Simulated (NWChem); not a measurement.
Everything below was run with NWChem. System: BiF3, charge 0, spin multiplicity 1, at a geometry optimised with B3LYP/def2-SVP with def2 effective core potentials on Bi. The structure started from a generated list of species. Level: CR-CCSD(T)/def2-SVP with def2 effective core potentials on Bi, 7 core orbitals frozen.

Part of the output:

```
             Northwest Computational Chemistry Package (NWChem) 7.3.0
             --------------------------------------------------------

                                NWChem Input Module
                                -------------------

 Scaling coordinates for geometry "geometry" by  1.889725989
 (inverse scale =  0.529177249)

 Turning off AUTOSYM since
 SYMMETRY directive was detected!

                             Geometry "geometry" -> ""
                             -------------------------

 Output coordinates in angstroms (scale by  1.889725989 to convert to a.u.)

  No.       Tag          Charge          X              Y              Z
 ---- ---------------- ---------- -------------- -------------- --------------
    1 Bi                  83.0000     0.00226700     0.25500600     0.00000000
    2 F                    9.0000    -0.87737400    -0.77616300     1.50766100
    3 F                    9.0000    -0.87737400    -0.77616300    -1.50766100
    4 F                    9.0000     1.73383700    -0.79940000     0.00000000

 Effective nuclear repulsion energy (a.u.)     627.5921385033

            Nuclear Dipole moment (a.u.)
            ----------------------------
        X                 Y               Z
 ---------------- ---------------- ----------------
    -0.0000718096    -0.0000680301     0.0000000000

      Symmetry information
      --------------------

 Group name             Cs
 Group number              2
 Group order               2
 No. of unique centers     3

      Symmetry unique atoms

     1    2    4


 Summary of "ao basis" -> "" (spherical)
 ------------------------------------------------------------------------------
       Tag                 Description            Shells   Functions and Types
 ---------------- ------------------------------  ------  ---------------------
 *                          def2-svp                  on all atoms

 Summary of "ao basis" -> "ao basis" (spherical)
 ------------------------------------------------------------------------------
       Tag                 Description            Shells   Functions and Types
 ---------------- ------------------------------  ------  ---------------------
 Bi                         def2-svp                10       26   4s4p2d
 F                          def2-svp                 6       14   3s2p1d

                                 NWChem SCF Module
                                 -----------------
[...]
         Wavefunction type : Restricted Hartree-Fock
          No. of electrons :    50
           Alpha electrons :    25
            Beta electrons :    25
           No. of orbitals :   136
            Alpha orbitals :    68
             Beta orbitals :    68
        Alpha frozen cores :     7
         Beta frozen cores :     7
     Alpha frozen virtuals :     0
      Beta frozen virtuals :     0
         Spin multiplicity : singlet
    Number of AO functions :    68
       Number of AO shells :    28
        Use of symmetry is : on
      Symmetry adaption is : on
         Schwarz screening : 0.10D-09

          Correlation Information
          -----------------------
          Calculation type : Coupled-cluster singles & doubles w/ perturbation
   Perturbative correction : Completely renormalized (T)
            Max iterations :      100
        Residual threshold : 0.10D-05
     T(0) DIIS level shift : 0.00D+00
     L(0) DIIS level shift : 0.00D+00
     T(1) DIIS level shift : 0.00D+00
     L(1) DIIS level shift : 0.00D+00
     T(R) DIIS level shift : 0.00D+00
     T(I) DIIS level shift : 0.00D+00
   CC-T/L Amplitude update :  5-th order DIIS
                I/O scheme : Global Array Library
        L-threshold :  0.10D-05
        EOM-threshold :  0.10D-05
 no EOMCCSD initial starts read in
 TCE RESTART OPTIONS
 SLICE:      F
 D4D5:       F
 quantumc:   F
 qrotation:  F
 pwtce:      F
 qducc:      F
 nacto:                         0
 nrotv:                         0
 nrot:                          0

            Memory Information
            ------------------
          Available GA space size is     249032176 doubles
          Available MA space size is     104848908 doubles

 Maximum block size supplied by input
 Maximum block size        24 doubles

 tile_dim =     17

 -------------------------------------------------
   1    alpha     a'    11 doubles       0       1
   2    alpha     a"     7 doubles      11       2
   3    beta      a'    11 doubles      18       1
   4    beta      a"     7 doubles      29       2
   5    alpha     a'    13 doubles      36       5
   6    alpha     a'    13 doubles      49       6
   7    alpha     a"    17 doubles      62       7
   8    beta      a'    13 doubles      79       5
   9    beta      a'    13 doubles      92       6
  10    beta      a"    17 doubles     105       7

 Global array virtual files algorithm will be used

 Parallel file system coherency ......... OK

 4-electron integrals stored in orbital form

 v2    file size   =          1532316
 4-index algorithm nr.  13 is used
 imaxsize =       30
 imaxsize ichop =        0


CCSD iterations
 ---------------------------------------------------------
 Iter          Residuum       Correlation     Cpu    Wall
 ---------------------------------------------------------
    1   0.1833671617270  -0.6809504405133     0.6     0.6
    2   0.0492384792794  -0.6724703785492     0.6     0.6
    3   0.0165919806324  -0.6838400014694     0.5     0.5
    4   0.0088706586688  -0.6838645162994     0.6     0.6
    5   0.0034009317537  -0.6854246793389     0.6     0.6
    6   0.0011798655228  -0.6855005228956     0.6     0.6
    7   0.0007526405939  -0.6855355162089     0.5     0.5
    8   0.0003005342149  -0.6855619056491     0.6     0.6
    9   0.0002474282280  -0.6855596184256     0.5     0.5
   10   0.0000991153013  -0.6855768274715     0.5     0.5
   11   0.0000219534106  -0.6855811691186     0.5     0.5
   12   0.0000099154778  -0.6855806827489     0.6     0.6
   13   0.0000060403917  -0.6855812095598     0.5     0.5
   14   0.0000034774906  -0.6855809127409     0.7     0.7
   15   0.0000021044745  -0.6855810679272     0.8     0.8
   16   0.0000004814604  -0.6855809939712     0.6     0.6
 -----------------------------------------------------------------
 Iterations converged
 CCSD correlation energy / hartree =        -0.685580993971236
 CCSD total energy / hartree       =      -512.349214414636094

 Singles contributions

 Doubles contributions
 CR-CCSD(T)

 CR-CCSD[T]  correction energy / hartree =        -0.012977152329153
 CR-CCSD[T] correlation energy / hartree =        -0.698558146300389
 CR-CCSD[T] total energy / hartree       =      -512.362191566965294
 CR-CCSD(T)  correction energy / hartree =        -0.010690488690250
 CR-CCSD(T) correlation energy / hartree =        -0.696271482661486
 CR-CCSD(T) total energy / hartree       =      -512.359904903326310

 Task  times  cpu:       74.7s     wall:       74.7s

 Total times  cpu:       74.7s     wall:       74.7s
```

Problem. Write an NWChem input that would produce this output.

Solution. One answer among several that fit: 
```
start mol
memory heap 100 mb stack 700 mb global 1900 mb
geometry units angstroms nocenter noautoz
  Bi     0.002267     0.255006     0.000000
  F     -0.877374    -0.776163     1.507661
  F     -0.877374    -0.776163    -1.507661
  F      1.733837    -0.799400     0.000000
  symmetry group Cs
end
basis spherical
  * library def2-svp
end
ecp
  Bi library def2-ecp
end
scf
  rhf
  nopen 0
  maxiter 100
  thresh 1e-7
  semidirect memsize 60000000 filesize 0
end
tce
  freeze core 7
  cr-ccsd(t)
  2eorb
  2emet 13
  thresh 1e-6
  maxiter 100
  tilesize 24
end
task tce energy
```
